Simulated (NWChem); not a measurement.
# Total energies of disiloxane (H₆OSi₂)

SMILES: [SiH3]O[SiH3]
```xyz
9

Si     0.3835    -1.5527     0.0048
O     -0.3578    -0.0734    -0.0185
Si    -0.2588     1.5783     0.0020
H      0.6166    -1.9898     1.4139
H     -0.4984    -2.5412    -0.6779
H      1.6981    -1.4858    -0.7047
H      0.9978     2.0317    -0.6701
H     -0.2606     2.0758     1.4102
H     -1.4363     2.1385    -0.7197
```
Charge 0, spin multiplicity 1.

The numbers come from NWChem runs, not from measurements. All single points use one geometry, from PBE0/def2-SVP, a minimum by its harmonic frequencies.

Basis set: cc-pVDZ (80 functions).

```
method     total energy (Ha)  relative cost
---------  -----------------  -------------
RHF               -656.28616              1
MP2               -656.67538        under 3
B2PLYP            -657.53471              4
PBE               -657.45648              3
B3LYP             -657.90646        under 3
CAM-B3LYP         -657.84325             10
CCSD(T)           -656.73173             40
```

Total energies of different functionals aren't comparable as a measure of quality: only differences taken within one method are. Costs are rough ratios of processor time within this set of runs, SCF included, with RHF as 1.

The correlated methods keep 11 core orbitals frozen. B3LYP has NWChem's definition, with VWN1-RPA local correlation. GW and range-separated runs recompute their integrals, the others keep them in memory, which bears on the times. Coupled-cluster values serve here as a point of comparison, not as the truth.
